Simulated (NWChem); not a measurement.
System: SnHOI, singlet; SMILES [OH][Sn][I]

Excerpt of the output:

```
             Northwest Computational Chemistry Package (NWChem) 7.3.0
             --------------------------------------------------------

 CS  symmetry detected

                             Geometry "geometry" -> ""
                             -------------------------

 Output coordinates in angstroms (scale by  1.889725989 to convert to a.u.)

  No.       Tag          Charge          X              Y              Z
 ---- ---------------- ---------- -------------- -------------- --------------
    1 Sn                  50.0000     0.30958279     1.27168241     0.00000000
    2 I                   53.0000    -0.00542607    -1.48353324     0.00000000
    3 O                    8.0000    -1.61927967     1.75400663     0.00000000
    4 H                    1.0000    -2.23732068     1.01108823     0.00000000

 Effective nuclear repulsion energy (a.u.)     697.2538468343

      Symmetry information
      --------------------

 Group name             Cs
 Group number              2
 Group order               2
 No. of unique centers     4

 Summary of "ao basis" -> "ao basis" (spherical)
 ------------------------------------------------------------------------------
       Tag                 Description            Shells   Functions and Types
 ---------------- ------------------------------  ------  ---------------------
 Sn                         def2-svp                10       26   4s4p2d
 I                          def2-svp                10       26   4s4p2d
 O                          def2-svp                 6       14   3s2p1d
 H                          def2-svp                 3        5   2s1p

      Symmetry analysis of basis
      --------------------------

        a'         50
        a"         21

            General Information
            -------------------
          SCF calculation type: DFT
          Wavefunction type:  closed shell.
          No. of atoms     :     4
          No. of electrons :    56
           Alpha electrons :    28
            Beta electrons :    28
          Charge           :     0
          Spin multiplicity:     1
          Use of symmetry is: on ; symmetry adaption is: on
          Maximum number of iterations: 150
          AO basis - number of functions:    71
                     number of shells:    29
          Convergence on energy requested:  1.00D-06
          Convergence on density requested:  1.00D-05
          Convergence on gradient requested:  5.00D-04

              XC Information
              --------------
          PerdewBurkeErnzerhof Exchange Functional  1.000
            Perdew 1991 LDA Correlation Functional  1.000 local
           PerdewBurkeErnz. Correlation Functional  1.000 non-local

             Grid Information
             ----------------
          Grid used for XC integration:  medium
          Radial quadrature: Mura-Knowles
          Angular quadrature: Lebedev.
          Tag              B.-S. Rad. Rad. Pts. Rad. Cut. Ang. Pts.
          ---              ---------- --------- --------- ---------
          Sn                  1.45      123          10.0       590
          I                   1.40      123          10.0       590
          O                   0.60       49          10.0       434
          H                   0.35       45          10.0       434
          Grid pruning is: on
          Number of quadrature shells:   340
          Spatial weights used:  Erf1

      Superposition of Atomic Density Guess
      -------------------------------------

 Sum of atomic energies:        -671.41329576

      Non-variational initial energy
      ------------------------------

 Total energy =    -585.334325
 1-e energy   =   -1384.102260
 2-e energy   =     604.836974
 HOMO         =      -0.286097
 LUMO         =      -0.047837

      Symmetry analysis of molecular orbitals - initial
      -------------------------------------------------

  Numbering of irreducible representations:

     1 a'          2 a"

  Orbital symmetries:

     1 a'          2 a'          3 a'          4 a'          5 a'
     6 a"          7 a'          8 a'          9 a"         10 a'
    11 a'         12 a"         13 a'         14 a"         15 a'
    16 a'         17 a'         18 a"         19 a"         20 a'
    21 a'         22 a'         23 a'         24 a"         25 a'
    26 a"         27 a'         28 a'         29 a"         30 a'
    31 a'         32 a'         33 a'         34 a'         35 a"
    36 a'         37 a"         38 a'

   convergence    iter        energy       DeltaE   RMS-Dens  Diis-err
 ---------------- ----- ----------------- --------- --------- ---------
 d= 0,ls=0.0,diis     1   -587.6366753381 -7.82D+02  4.18D-02  7.64D-01
 d= 0,ls=0.0,diis     2   -585.5343808112  2.10D+00  3.43D-02  1.44D+01
 d= 0,ls=0.0,diis     3   -587.6901553942 -2.16D+00  1.47D-02  2.84D-01
 d= 0,ls=0.0,diis     4   -587.7285232166 -3.84D-02  6.42D-03  1.24D-01
 d= 0,ls=0.0,diis     5   -587.7541583176 -2.56D-02  7.78D-04  3.28D-03
  Resetting Diis
 d= 0,ls=0.0,diis     6   -587.7546445440 -4.86D-04  2.19D-04  1.34D-04
 d= 0,ls=0.0,diis     7   -587.7546612508 -1.67D-05  2.22D-04  1.96D-05
 d= 0,ls=0.0,diis     8   -587.7546536603  7.59D-06  1.52D-04  5.32D-05
 d= 0,ls=0.0,diis     9   -587.7546654485 -1.18D-05  2.57D-05  2.53D-06
 d= 0,ls=0.0,diis    10   -587.7546659056 -4.57D-07  3.92D-06  1.01D-07

         Total DFT energy =     -587.754665905553
      One electron energy =    -1386.027372698933
           Coulomb energy =      653.512404102248
    Exchange-Corr. energy =      -49.170657898384
 Nuclear repulsion energy =      193.930960589516

 Numeric. integr. density =       56.000000719998

                  Occupations of the irreducible representations
                  ----------------------------------------------

                     irrep           alpha         beta
                     --------     --------     --------
                     a'               20.0         20.0
                     a"                8.0          8.0

                       DFT Final Molecular Orbital Analysis
                       ------------------------------------

 Vector   26  Occ=2.000000D+00  E=-2.450526D-01  Symmetry=a'
              MO Center=  2.2D-01, -1.9D-01, -1.1D-13, r^2= 4.8D+00
   Bfn.  Coefficient  Atom+Function         Bfn.  Coefficient  Atom+Function
  ----- ------------  ---------------      ----- ------------  ---------------
    38      0.471753  2 I  py                41      0.398716  2 I  py
     3     -0.375146  1 Sn s                 12     -0.248516  1 Sn py
     4     -0.218609  1 Sn s                 35     -0.190967  2 I  py
    11     -0.163710  1 Sn px                32     -0.154899  2 I  py
     2      0.143541  1 Sn s                  1      0.119793  1 Sn s

 Vector   27  Occ=2.000000D+00  E=-2.353450D-01  Symmetry=a"
              MO Center= -1.4D-01, -1.1D+00,  2.6D-15, r^2= 3.0D+00
   Bfn.  Coefficient  Atom+Function         Bfn.  Coefficient  Atom+Function
  ----- ------------  ---------------      ----- ------------  ---------------
    39      0.560322  2 I  pz                42      0.520634  2 I  pz
    36     -0.230316  2 I  pz                58     -0.200284  3 O  pz
    33     -0.186454  2 I  pz                61     -0.157123  3 O  pz
    13      0.075125  1 Sn pz                16      0.048206  1 Sn pz
    18      0.045070  1 Sn d -1              23     -0.039962  1 Sn d -1

 Vector   28  Occ=2.000000D+00  E=-2.265630D-01  Symmetry=a'
              MO Center= -1.2D-01, -8.8D-01, -2.8D-15, r^2= 3.8D+00
   Bfn.  Coefficient  Atom+Function         Bfn.  Coefficient  Atom+Function
  ----- ------------  ---------------      ----- ------------  ---------------
    37      0.549551  2 I  px                40      0.509497  2 I  px
    34     -0.225067  2 I  px                 3     -0.182778  1 Sn s
    31     -0.182122  2 I  px                56      0.153669  3 O  px
    57     -0.141522  3 O  py                 4     -0.130127  1 Sn s
    60     -0.116273  3 O  py                59      0.112317  3 O  px

 Vector   29  Occ=0.000000D+00  E=-1.197670D-01  Symmetry=a"
              MO Center=  1.9D-01,  1.1D+00,  3.1D-14, r^2= 3.9D+00
   Bfn.  Coefficient  Atom+Function         Bfn.  Coefficient  Atom+Function
  ----- ------------  ---------------      ----- ------------  ---------------
    13      0.574195  1 Sn pz                16      0.532359  1 Sn pz
    58     -0.239382  3 O  pz                42     -0.221383  2 I  pz
    61     -0.214786  3 O  pz                39     -0.185874  2 I  pz
    10     -0.173201  1 Sn pz                 7     -0.160692  1 Sn pz
    36      0.075120  2 I  pz                33      0.060143  2 I  pz

 Vector   30  Occ=0.000000D+00  E=-5.805515D-02  Symmetry=a'
              MO Center=  2.6D-01,  8.5D-01,  3.2D-15, r^2= 5.5D+00
   Bfn.  Coefficient  Atom+Function         Bfn.  Coefficient  Atom+Function
  ----- ------------  ---------------      ----- ------------  ---------------
    15      0.777077  1 Sn py                41      0.568153  2 I  py
    12      0.544105  1 Sn py                30      0.360406  2 I  s
    38      0.264805  2 I  py                 3     -0.215036  1 Sn s
    55     -0.197824  3 O  s                 29      0.192058  2 I  s
     4     -0.176998  1 Sn s                 68      0.169206  4 H  s

 Vector   31  Occ=0.000000D+00  E=-3.083527D-02  Symmetry=a'
              MO Center=  5.5D-02,  1.0D+00, -3.9D-15, r^2= 5.0D+00
   Bfn.  Coefficient  Atom+Function         Bfn.  Coefficient  Atom+Function
  ----- ------------  ---------------      ----- ------------  ---------------
    14      0.809452  1 Sn px                55      0.511758  3 O  s
    11      0.364962  1 Sn px                 3     -0.294241  1 Sn s
    41      0.220675  2 I  py                 4     -0.201617  1 Sn s
    59      0.187101  3 O  px                56      0.182741  3 O  px
    40     -0.174533  2 I  px                54      0.162903  3 O  s

     Multipole analysis of the density
     ---------------------------------

     L   x y z        total         alpha         beta         nuclear
     -   - - -        -----         -----         ----         -------
     0   0 0 0     -0.000000    -28.000000    -28.000000     56.000000

     1   1 0 0      0.242246      8.167943      8.167943    -16.093640
     1   0 1 0      0.532408     -5.338556     -5.338556     11.209521
     1   0 0 1      0.000000      0.000000      0.000000      0.000000

     2   2 0 0    -41.605851    -70.960999    -70.960999    100.316147
     2   1 1 0      2.825979     30.198449     30.198449    -57.570918
     2   1 0 1      0.000000      0.000000      0.000000      0.000000
     2   0 2 0    -44.610043   -229.845032   -229.845032    415.080020
     2   0 1 1     -0.000000     -0.000000     -0.000000      0.000000
     2   0 0 2    -41.016172    -20.508086    -20.508086      0.000000

                                 NWChem DFT Module
                                 -----------------

      Symmetry analysis of basis
      --------------------------

        a'         50
        a"         21

            General Information
            -------------------
          SCF calculation type: DFT
          Wavefunction type:  spin polarized.
          No. of atoms     :     4
          No. of electrons :    55
           Alpha electrons :    28
            Beta electrons :    27
          Charge           :     1
          Spin multiplicity:     2
          Use of symmetry is: on ; symmetry adaption is: on
          Maximum number of iterations: 150
          AO basis - number of functions:    71
                     number of shells:    29
          Convergence on energy requested:  1.00D-06
          Convergence on density requested:  1.00D-05
          Convergence on gradient requested:  5.00D-04

              XC Information
              --------------
          PerdewBurkeErnzerhof Exchange Functional  1.000
            Perdew 1991 LDA Correlation Functional  1.000 local
           PerdewBurkeErnz. Correlation Functional  1.000 non-local

             Grid Information
             ----------------
          Grid used for XC integration:  medium
          Radial quadrature: Mura-Knowles
          Angular quadrature: Lebedev.
          Tag              B.-S. Rad. Rad. Pts. Rad. Cut. Ang. Pts.
          ---              ---------- --------- --------- ---------
          Sn                  1.45      123          10.0       590
          I                   1.40      123          10.0       590
          O                   0.60       49          10.0       434
          H                   0.35       45          10.0       434
          Grid pruning is: on
          Number of quadrature shells:   340
          Spatial weights used:  Erf1

      Superposition of Atomic Density Guess
      -------------------------------------

 Sum of atomic energies:        -671.41329576

 Renormalizing density from      56.00 to     55

      Non-variational initial energy
      ------------------------------

 Total energy =    -582.026665
 1-e energy   =   -1359.386148
 2-e energy   =     583.428523
 HOMO         =      -0.564654
 LUMO         =      -0.295820

   Symmetry analysis of molecular orbitals - initial alpha
   -------------------------------------------------------

  Numbering of irreducible representations:

     1 a'          2 a"

  Orbital symmetries:

     1 a'          2 a'          3 a'          4 a'          5 a'
     6 a"          7 a'          8 a'          9 a"         10 a'
    11 a'         12 a"         13 a'         14 a"         15 a'
    16 a'         17 a'         18 a"         19 a"         20 a'
    21 a'         22 a'         23 a'         24 a"         25 a'
    26 a"         27 a'         28 a'         29 a"         30 a'
    31 a'         32 a'         33 a'         34 a'         35 a"
    36 a'         37 a"         38 a'

   Symmetry analysis of molecular orbitals - initial beta
   ------------------------------------------------------

  Numbering of irreducible representations:

     1 a'          2 a"

  Orbital symmetries:

     1 a'          2 a'          3 a'          4 a'          5 a'
     6 a"          7 a'          8 a'          9 a"         10 a'
    11 a'         12 a"         13 a'         14 a"         15 a'
    16 a'         17 a'         18 a"         19 a"         20 a'
    21 a'         22 a'         23 a'         24 a"         25 a'
    26 a"         27 a'         28 a'         29 a"         30 a'
    31 a'         32 a'         33 a'         34 a'         35 a"
    36 a'         37 a"         38 a'

[...]
```

Level: PBE/def2-SVP with def2 effective core potentials on Sn, I, vertical spin-unrestricted ions. Low-valent species are run as closed-shell singlets; no triplet was tried in these runs. All runs use the structure optimised with PBE0/def2-SVP. Not confirmed as a minimum by frequencies. def2 effective core potentials on Sn, I; no spin-orbit coupling.

### Question
Which NWChem input produces such a log?

### Answer
Several could match; the one computed here: the input that was run:
```
start job
memory heap 200 mb stack 900 mb global 1100 mb
geometry units angstroms noautoz
  Sn     0.304662     1.337431     0.000000
  I     -0.211804    -1.387217     0.000000
  O     -1.583578     1.960084     0.000000
  H     -2.254501     1.264552     0.000000
end
basis spherical
  * library def2-svp
end
ecp
  Sn library def2-ecp
  I library def2-ecp
end
dft
  xc xpbe96 cpbe96
  iterations 150
  vectors input atomic output neutral.movecs
end
task dft energy
charge 1
dft
  odft
  mult 2
  vectors input atomic output cation.movecs
end
task dft energy
```
